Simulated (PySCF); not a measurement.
**Relaxation of singlet [ScS2]-**

Computed with B3LYP/[Sc def2-SVPD, S def2-SVPD], no relativity, density fitting, PySCF. A (50,194) grid was used.

A hand-made bent start, of C2v symmetry, held to at least that symmetry:

```xyz
3
charge -1 multiplicity 1, angstrom
Sc    0.0000    0.0000   -0.7073
S     1.7202    0.0000    0.4972
S    -1.7202    0.0000    0.4972
```

Optimiser trace:
```json
{"step": "0", "E − E(last) (kJ/mol)": "72.60", "largest gradient (Eh/bohr)": "0.06123"}
{"step": "1", "E − E(last) (kJ/mol)": "29.76", "largest gradient (Eh/bohr)": "0.02113"}
{"step": "2", "E − E(last) (kJ/mol)": "16.08", "largest gradient (Eh/bohr)": "0.00963"}
{"step": "3", "E − E(last) (kJ/mol)": "8.81", "largest gradient (Eh/bohr)": "0.01610"}
{"step": "4", "E − E(last) (kJ/mol)": "5.61", "largest gradient (Eh/bohr)": "0.01475"}
{"step": "5", "E − E(last) (kJ/mol)": "2.12", "largest gradient (Eh/bohr)": "0.00903"}
{"step": "6", "E − E(last) (kJ/mol)": "0.31", "largest gradient (Eh/bohr)": "0.00251"}
{"step": "7", "E − E(last) (kJ/mol)": "0.04", "largest gradient (Eh/bohr)": "0.00063"}
{"step": "8", "E − E(last) (kJ/mol)": "0.00", "largest gradient (Eh/bohr)": "0.00020"}
{"step": "9", "E − E(last) (kJ/mol)": "0.00", "largest gradient (Eh/bohr)": "0.00002"}
```

It ends at C2v with Sc–S 2.270 Å (×2); S–Sc–S 146.4° (after a last refinement on a finer grid). A frequency run shows a minimum. Other isomers or separated fragments may lie lower.

Final geometry:
```xyz
3
charge -1 multiplicity 1, angstrom
Sc    0.0000    0.0000   -0.3831
S     2.1736    0.0000    0.2725
S    -2.1736    0.0000    0.2725
```

The relaxation took about 27 core-seconds on a shared host.
